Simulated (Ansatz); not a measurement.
Ansatz (an electronic-structure program) input (SVWN5/6-31G*):

Ansatz 0.2 input:
```yaml
crystal:
  periodic: [false, false, false]
  atoms:
    - {symbol: C, position_ang: [2.32392547, -0.13072028, 0.28627980]}
    - {symbol: C, position_ang: [0.98496526, -0.32276563, 0.21932476]}
    - {symbol: C, position_ang: [0.06429421, 0.65095086, -0.23198067]}
    - {symbol: C, position_ang: [-1.33674077, 0.49584399, -0.31884094]}
    - {symbol: C, position_ang: [-2.06812010, -0.60432030, 0.00935337]}
    - {symbol: H, position_ang: [2.99016038, -0.90565843, 0.63863426]}
    - {symbol: H, position_ang: [2.77196921, 0.80948181, -0.01235026]}
    - {symbol: H, position_ang: [0.59193334, -1.28493173, 0.53164738]}
    - {symbol: H, position_ang: [0.47594588, 1.60623471, -0.53987106]}
    - {symbol: H, position_ang: [-1.88135917, 1.35824258, -0.69077543]}
    - {symbol: H, position_ang: [-3.14333062, -0.60644307, -0.10015546]}
    - {symbol: H, position_ang: [-1.61526338, -1.51085775, 0.38805268]}
basis:
  gaussian:
    orbitals: 6-31G*
hamiltonian:
  xc: {name: SVWN5}
magnetization: {spin_polarized: true, initial_magnetization: 1}
output: {forces: true}
```

Output:

```
Functional definition: SVWN5
integrals: 0.04 GiB planned
1131 factors; their error is unknown
mean field: 0.27 GiB planned
mean field evaluation 1: about -5237.2155 eV, gradient 4.3e1 eV
mean field evaluation 2: about -5231.2546 eV, gradient 5.5e1 eV
mean field evaluation 4: about -5246.8829 eV, gradient 5.8e0 eV
mean field evaluation 8: about -5247.0543 eV, gradient 2.4e-1 eV
mean field evaluation 16: about -5246.9624 eV, gradient 2.9e-4 eV
mean field -5246.96244511 eV, -192.8223133391 hartree, gradient 7.5e-6 eV, S^2 0.758464; 0 other end points of the search recorded, 0 dependent functions left out
the calculation of the forces begins
reference -5246.96246773 eV, -192.8223141700 hartree; 19, 18 occupied and 70, 71 virtual orbitals, 1131 factors
Total energy: -5246.96246773 eV, -192.8223141700 hartree
Atom 0 at     2.323925    -0.130720     0.286280 Å, force    -0.230896    -0.031137    -0.012272 eV/Å
Atom 1 at     0.984965    -0.322766     0.219325 Å, force    -0.218150     0.522346    -0.213818 eV/Å
Atom 2 at     0.064294     0.650951    -0.231981 Å, force    -0.154110    -0.548721     0.185301 eV/Å
Atom 3 at    -1.336741     0.495844    -0.318841 Å, force     0.415506    -0.230133     0.126964 eV/Å
Atom 4 at    -2.068120    -0.604320     0.009353 Å, force     0.177199     0.277144    -0.083399 eV/Å
Atom 5 at     2.990160    -0.905658     0.638634 Å, force     0.326462    -0.365111     0.167300 eV/Å
Atom 6 at     2.771969     0.809482    -0.012350 Å, force     0.200538     0.462119    -0.148798 eV/Å
Atom 7 at     0.591933    -1.284932     0.531647 Å, force    -0.255612    -0.492498     0.154283 eV/Å
Atom 8 at     0.475946     1.606235    -0.539871 Å, force     0.239660     0.460401    -0.144156 eV/Å
Atom 9 at    -1.881359     1.358243    -0.690775 Å, force    -0.251156     0.413910    -0.177461 eV/Å
Atom 10 at    -3.143331    -0.606443    -0.100155 Å, force    -0.513277    -0.009752    -0.049074 eV/Å
Atom 11 at    -1.615263    -1.510858     0.388053 Å, force     0.263836    -0.458568     0.195129 eV/Å
Dipole moment:     0.002244     0.006180    -0.002035 e Å
```

The geometry given is a B3LYP-D3(BJ)/def2-TZVP minimum.
